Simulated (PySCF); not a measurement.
## Correlation energy of I³⁶⁺ (iodine, charge +36)

[Ne] 3s2 3p5, 2P determinant. All numbers are calculated (PySCF 2.14, scalar relativity by spin-free X2C-1e, in an uncontracted even-tempered set (18 s from 5.9 bohr⁻², ratio 2.5; 12 p from 7.7 bohr⁻², ratio 2.5; 5 d from 35 bohr⁻², ratio 2.7; 4 f from 52 bohr⁻², ratio 2.7)). Frozen: 1s2; 15 electrons correlated; the 21 highest virtual orbitals of each spin left out.

| level | correlation energy (mhartree) |
| --- | --- |
| CCSD | -620.30 |
| (T) | -1.23 |
| CCSD(T) | -621.53 |

Diagnostics: T1 = 0.00058, D1 = 0.0026, largest double amplitude 0.022.

Problem. Is a single reference adequate?

Solution. Yes, within this model without spin-orbit coupling: T1 lies below 0.03 and no double amplitude reaches 0.07.

At this charge the one-electron X2C treatment keeps the bare 1/r₁₂, with no two-electron picture change or Breit term. The effect here is smaller than on the frozen 1s shell; and a scalar Hamiltonian misses the large spin-orbit splitting of the p shells, which matters for ns² → np² pairs.
